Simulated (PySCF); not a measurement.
# [PbF3]+ at several levels of theory

Computed with PySCF 2.14.0 (density fitting, no spin-orbit coupling) at the geometry relaxed with PBE:

```xyz
4
[PbF3]+ (singlet)
Pb   -0.0481   -0.0001    0.0000
F     1.9633   -0.0015    0.0003
F    -0.9559    1.7914   -0.0001
F    -0.9592   -1.7898   -0.0001
```

| level | basis | state | HOMO (eV) | gap (eV) | charge on Pb1 (e) | dipole about the centre of mass (D) | largest force component (eV/Å) |
| --- | --- | --- | --- | --- | --- | --- | --- |
| PBE | Pb def2-SVP with ECP60, F def2-SVP | singlet | -16.04 | 2.21 | 1.53 | 0.36 | 0.04 |
| PBE0 | the same | singlet | -18.22 | 5.09 | 1.70 | 0.42 | 0.79 |
| TPSS | the same | singlet | -16.21 | 2.46 | 1.59 | 0.38 | 0.14 |
| TPSSh | the same | singlet | -17.07 | 3.59 | 1.65 | 0.40 | 0.43 |
| BLYP | the same | singlet | -15.92 | 2.21 | 1.52 | 0.36 | 0.26 |
| PBE | Pb x2c-SVPall, F x2c-SVPall | singlet | -16.03 | 2.19 | 1.56 | 0.36 | 0.39 |

Charges are Mulliken's, which hang on the basis. The relaxation used the grid (50, 194), these runs (75, 302) or, all-electron (x2c bases, spin-free X2C Hamiltonian), (99, 590).

Problem. What does PBE with Pb def2-TZVP with ECP60, F def2-TZVP give here?

Solution. state singlet, HOMO (eV) -16.27, gap (eV) 2.30, charge on Pb1 (e) 1.62, dipole about the centre of mass (D) 0.37, largest force component (eV/Å) 0.68. Time: 6.2 s on 2 threads of Arm Neoverse V1, with other jobs on the host, from free ions and atoms.

In the first row's basis the gap widens with exact exchange: 2.2 to 2.5 eV for PBE, BLYP, TPSS (none); 3.6 to 5.1 eV for TPSSh, PBE0 (a fixed share).
